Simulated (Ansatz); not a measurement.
The same hydrogen abstraction along the group C, Si, Ge, Sn.

Calculated with Ansatz (gas phase, PBE0-D4/def2-TZVP geometries, no zero-point term in ΔE). CCSD(T)/CBS is the MP2 limit (def2-TZVPP, def2-QZVPP) plus CCSD(T) − MP2 in def2-TZVPP, frozen cores. Small cases extrapolate CCSD(T) itself. DFT in def2-TZVPP. No spin–orbit coupling; open shells (•) take unrestricted orbitals. def2 core potentials past Kr. For Ge, Sn outer-core shells are correlated without core-valence functions, so the limit isn't a true one: a few kJ/mol of doubt a bond, and 10 to 20 or more in all where bonds break to atoms. Scalar relativity is left out up to krypton.

```
                      reaction  CCSD(T)/CBS(def2) (kJ/mol)
      CH₄ + H• → `[CH3]`• + H₂                          12
    SiH₄ + H• → `[SiH3]`• + H₂                         -54
    GeH₄ + H• → `[GeH3]`• + H₂                         -78
`[SnH4]` + H• → `[SnH3]`• + H₂                           ?
```

Q: Fill in the missing values. (Best estimate.)

A: Ansatz gave: `[SnH4]` + H• → `[SnH3]`• + H₂: -118.8 kJ/mol.

Largest T1 diagnostic: 0.015, for `[SnH3]`•.

Extrapolated directly: CH₄ + H• → `[CH3]`• + H₂; SiH₄ + H• → `[SiH3]`• + H₂.
